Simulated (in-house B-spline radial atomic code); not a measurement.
**One electron outside the [Ar] 3d10 4s2 core: Ga**

Computed with an all-electron radial atomic-structure program (B-spline basis), no-pair Dirac-Coulomb Hamiltonian, finite nucleus. Rungs: frozen-core Dirac-Hartree-Fock (DHF); Brueckner orbitals from the second-order correlation potential; the same with the Coulomb interaction screened by the core and the hole-particle interaction summed; Breit and QED terms from differences of relaxed Dirac-Fock atoms, where computed. Partial waves beyond l = 6 are extrapolated. The tables show a selection of states; those near core-excited levels, with erratic corrections or far from their DHF start are never shown.

The outer s² shell of this core is soft: its mixing with p² is only treated to second order, so levels can be several per cent off.

Command:
```bash
python run_mb.py task.json out
```
Settings (nuclear radius in fm, box in bohr, cutoff in hartree):
```
basis_form          2
Z                   31
core_configuration  [Ar] 3d10 4s2
rms_radius          3.9973
mass_number         69
speed_of_light      137.036
box_radius          166.387
lmax                6
intervals           73
virtual_cutoff      1922.0
```

Cost of the run: 120 s on 1 thread of Arm Neoverse V2 (shared host).

Removal energies (cm⁻¹):

```csv
state,DHF,second order,screened,Breit + QED,final,measured
4p1/2,43033,49897,49737,-13.2,49724,48388
4p3/2,42294,?,?,?,?,?
5s1/2,21936,23742,23556,-7.46,23548,23599
5p1/2,14485,15410,15388,-2.93,15385,15344
5p3/2,14388,?,?,?,?,?
4d3/2,12423,13444,13726,0.668,13727,13606
4d5/2,12420,13436,13705,0.87,13706,13600
```

Q: What does correlation do to 5p3/2?

A: It adds 909.1 cm⁻¹ to the removal energy in second order and 888.8 cm⁻¹ with screening; Breit and QED add -1.11 cm⁻¹, for a final 15275 cm⁻¹ (measured 15233).

Q: What does correlation do to 4p3/2?

A: It adds 6726 cm⁻¹ to the removal energy in second order and 6578 cm⁻¹ with screening; Breit and QED add 1.63 cm⁻¹, for a final 48874 cm⁻¹ (measured 47561).

Q: How much does each rung gain against experiment?

A: Mean relative error over all 8 computed levels with a measured value, shown above or not (NIST Handbook of Basic Atomic Spectroscopic Data (Sansonetti and Martin, J. Phys. Chem. Ref. Data 34, 1559 (2005))): DHF 7.76 %, second order 1.30 %, screened, with Breit and QED where computed, 1.00 %.

Electric-dipole lines from 4p1/2 (reduced matrix elements in atomic units, length form, static core polarisation, sign of DHF taken positive):

| upper | DHF | + core polarisation | + Brueckner | λ (nm) | A (s⁻¹) |
| --- | --- | --- | --- | --- | --- |
| 5s1/2 | 2.127 | 1.925 | 1.706 | 382.04 | 5.29e+07 |

Magnetic hyperfine constants per unit nuclear g factor (MHz, nucleus as a uniformly magnetised ball; they apply to isotopes with nuclear spin):

| state | DHF | + core polarisation | + Brueckner |
| --- | --- | --- | --- |
| 4p1/2 | 755.9 | 976.8 | 1107 |
| 5s1/2 | 457.4 | 679.5 | 869.1 |
| 5p1/2 | 97.72 | 99.78 | 109.2 |

Q: What is the static scalar polarisability of 4p1/2?

A: 46.37 bohr³: 21.26 from the core and 25.11 from the valence electron, Pauli blocking included. Recommended: 50 bohr³ (Schwerdtfeger and Nagle, table of static dipole polarizabilities (2023 update)).
